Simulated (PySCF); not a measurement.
H4FNO2Si (SMILES N[Si](O)(O)F), singlet, at a GFN2-xTB geometry; CCSD/def2-SVP in PySCF.

Input for PySCF:
```python
from pyscf import gto, scf, cc

mol = gto.M(
    atom='''
N    -1.62579543   -0.39223561    0.32389398
Si    0.00678283   -0.01584632   -0.02667791
O     0.15160035    1.19118861   -1.09394970
O     0.87561401   -1.26695771   -0.55805838
F     0.62124204    0.48100088    1.37992041
H    -1.80161194   -0.95929876    1.13650394
H    -2.21464231   -0.69352764   -0.43425094
H    -0.26657387    2.02708298   -0.90986608
H     1.75954311   -1.12961394   -0.88937291
''',
    basis='def2-svp',
    verbose=4,
    max_memory=1800,
)

mf = scf.RHF(mol)
mf.kernel()

mycc = cc.CCSD(mf, frozen=9)
mycc.kernel()
print('E(CCSD) = %.10f' % mycc.e_tot)
```

The log (banner, timings and long lists left out):

```
PySCF version 2.14.0

[INPUT] verbose = 4
[INPUT] num. atoms = 9
[INPUT] num. electrons = 50
[INPUT] charge = 0
[INPUT] spin (= nelec alpha-beta = 2S) = 0
[INPUT] symmetry False subgroup None
[INPUT] Mole.unit = angstrom
[INPUT] Symbol           X                Y                Z      unit          X                Y                Z       unit  Magmom
[...]
nuclear repulsion = 267.532564686951
number of shells = 44
number of NR pGTOs = 160
number of NR cGTOs = 94
basis = def2-svp
ecp = {}

******** <class 'pyscf.scf.hf.RHF'> ********
method = RHF
initial guess = minao
damping factor = 0
level_shift factor = 0
DIIS = <class 'pyscf.scf.diis.CDIIS'>
diis_start_cycle = 1
diis_space = 8
diis_damp = 0
SCF conv_tol = 1e-09
SCF conv_tol_grad = None
SCF max_cycles = 50
direct_scf = True
direct_scf_tol = 1e-13
Set gradient conv threshold to 3.16228e-05
Initial guess from minao.
init E= -595.170484368191
[...]
cycle= 1 E= -594.636633714774  delta_E= 0.534  |g|= 0.752  |ddm|= 2.91
[...]
cycle= 2 E= -594.722869643311  delta_E= -0.0862  |g|= 0.379  |ddm|= 0.737
[...]
cycle= 3 E= -594.747742158756  delta_E= -0.0249  |g|= 0.051  |ddm|= 0.261
[...]
cycle= 4 E= -594.748449155185  delta_E= -0.000707  |g|= 0.00919  |ddm|= 0.0571
[...]
cycle= 5 E= -594.748480442903  delta_E= -3.13e-05  |g|= 0.00318  |ddm|= 0.0144
[...]
cycle= 6 E= -594.748483486622  delta_E= -3.04e-06  |g|= 0.000835  |ddm|= 0.0036
[...]
cycle= 7 E= -594.748483902959  delta_E= -4.16e-07  |g|= 0.000186  |ddm|= 0.00182
[...]
cycle= 8 E= -594.748483929986  delta_E= -2.7e-08  |g|= 4.75e-05  |ddm|= 0.000525
[...]
cycle= 9 E= -594.748483931203  delta_E= -1.22e-09  |g|= 1.69e-05  |ddm|= 9.96e-05
[...]
cycle= 10 E= -594.748483931328  delta_E= -1.25e-10  |g|= 5.13e-06  |ddm|= 3.28e-05
[...]
Extra cycle  E= -594.748483931339  delta_E= -1.07e-11  |g|= 2.78e-06  |ddm|= 8.2e-06
converged SCF energy = -594.748483931339

******** <class 'pyscf.cc.ccsd.CCSD'> ********
CC2 = 0
CCSD nocc = 16, nmo = 85
frozen orbitals 9
max_cycle = 50
direct = 0
conv_tol = 1e-07
conv_tol_normt = 1e-05
diis_space = 6
diis_start_cycle = 0
diis_start_energy_diff = 1e+09
Init t2, MP2 energy = -595.563367996264  E_corr(MP2) -0.814884064924608
Init E_corr(CCSD) = -0.814884064926913
cycle = 1  E_corr(CCSD) = -0.821049925757325  dE = -0.00616586083  norm(t1,t2) = 0.0582654
cycle = 2  E_corr(CCSD) = -0.836433728781749  dE = -0.015383803  norm(t1,t2) = 0.016702
cycle = 3  E_corr(CCSD) = -0.837796734702398  dE = -0.00136300592  norm(t1,t2) = 0.00823111
cycle = 4  E_corr(CCSD) = -0.840097549947851  dE = -0.00230081525  norm(t1,t2) = 0.00304358
cycle = 5  E_corr(CCSD) = -0.840065572505541  dE = 3.19774423e-05  norm(t1,t2) = 0.000569979
cycle = 6  E_corr(CCSD) = -0.840009171539425  dE = 5.64009661e-05  norm(t1,t2) = 0.000209448
cycle = 7  E_corr(CCSD) = -0.84000476744159  dE = 4.40409784e-06  norm(t1,t2) = 5.50622e-05
cycle = 8  E_corr(CCSD) = -0.840007427361265  dE = -2.65991967e-06  norm(t1,t2) = 2.00944e-05
cycle = 9  E_corr(CCSD) = -0.840007813389532  dE = -3.86028267e-07  norm(t1,t2) = 8.21354e-06
cycle = 10  E_corr(CCSD) = -0.840007781773283  dE = 3.16162491e-08  norm(t1,t2) = 2.4973e-06
CCSD converged
E(CCSD) = -595.5884917131123  E_corr = -0.8400077817732832
E(CCSD) = -595.5884917131
```
